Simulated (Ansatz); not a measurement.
(H2Al-mu-OH)3 (Al3O3H9). Total charge 0; singlet. Geometry PBE-D4/def2-SVP, basis def2-TZVP, Ansatz.

Cartesian coordinates in Å:
```
Al 0.116 -0.757 -1.650
H 0.247 -2.193 -2.350
H 0.041 0.651 -2.398
O -1.380 -0.882 -0.519
Al -1.774 0.357 0.845
H -1.840 -0.475 2.207
H -2.869 1.421 0.371
O -0.126 1.254 0.697
Al 1.644 0.657 0.931
H 1.803 -0.127 2.315
H 2.555 1.888 0.469
O 1.524 -0.659 -0.411
H -1.786 -1.766 -0.458
H -0.188 2.111 0.234
H 2.033 -1.480 -0.283
```

| run | HOMO (eV) | LUMO (eV) |
| --- | --- | --- |
| A | -7.07 | -0.66 |
| B | -7.19 | -1.04 |
| C | -8.25 | -0.04 |
| D | -7.85 | -0.58 |
| E | -6.75 | -1.13 |
| F | -8.03 | -0.33 |

B3LYP takes the VWN-RPA correlation.

The runs used B3LYP, B97M-V, PBE, PBE0, r2SCAN, r2SCAN0. Estimate which is which.

A r2SCAN (0 % exact exchange); B B97M-V (0 % exact exchange); C r2SCAN0 (25 % exact exchange); D B3LYP (20 % exact exchange); E PBE (0 % exact exchange); F PBE0 (25 % exact exchange). Exact exchange lowers occupied and raises empty levels; among semilocal functionals meta-GGAs tend to open the gap a little, and such runs are hard to tell apart. The gap grows from 5.61 eV (PBE) to 8.21 eV (r2SCAN0).
